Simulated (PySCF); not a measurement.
Compound: CH₇NSSi₂.
InChI=1S/CH7NSSi2/c1-2-5-3-4/h1,5H2,4H3

Torsions of this conformer, `[CH2:1]=[N:2][SiH2:3][S:4][SiH3:5]`: C1–N2–Si3–S4 -120°, N2–Si3–S4–Si5 -42°.

The closed-shell ground state was solved at several levels (PySCF, density fitting, gas phase, non-relativistic). Isolated species at its PBE0-D3(BJ)/def2-SVP geometry (one conformer only).

```
         level  basis functions  HOMO (eV)  LUMO (eV)  gap (eV)  dipole (D)
 PBE0/def2-SVP              117      -7.27      -1.12      6.15        2.20
   HF/pcSseg-2              299     -10.11       2.52     12.63        2.59
    PBE0/6-31G               71      -7.13      -1.10      6.03        2.77
B97-2/pcSseg-2              299      -7.13      -1.38      5.75        2.17
  PBE0/cc-pVTZ              260      -7.33      -1.21      6.12        2.10
   PBE0/STO-3G               44      -3.56       2.69      6.25        0.98
  LDA/pcSseg-2              299      -6.16      -2.68      3.48        2.06
```

Problem. Estimate the row for BP86/pcSseg-2, a basis of 299 functions; the other rows only guide the guess.

Solution. HOMO -6.18 eV, LUMO -2.51 eV, gap 3.67 eV, dipole 2.05 D.

Problem. Over all these levels, which gives the widest orbital gap and which the narrowest?

Solution. HF/pcSseg-2 (Hartree–Fock, all exact exchange) has the widest, 12.63 eV, and LDA/pcSseg-2 (LDA) the narrowest, 3.48 eV. The two share the basis. From the narrowest to the widest the HOMO moves by -3.95 eV and the LUMO by +5.20 eV.

Problem. How much does the basis alone move the frontier levels among the 4 PBE0 rows?

Solution. The HOMO by 3.77 eV and the LUMO by 3.90 eV. By rising basis size (HOMO, LUMO in eV): STO-3G -3.56, 2.69; 6-31G -7.13, -1.10; def2-SVP -7.27, -1.12; cc-pVTZ -7.33, -1.21.

Problem. In the pcSseg-2 basis, how does the gap go with the fixed share of exact exchange?

Solution. LDA (0 %) 3.48 eV; BP86 (0 %) 3.67 eV; B97-2 (21 %) 5.75 eV; HF (100 %) 12.63 eV. Each rise in the share widens the gap here.

Problem. How far do the dipole and the HOMO energy spread over the levels?

Solution. The dipole runs from 0.98 to 2.77 D (mean 2.11 D) and the HOMO from -10.11 to -3.56 eV.
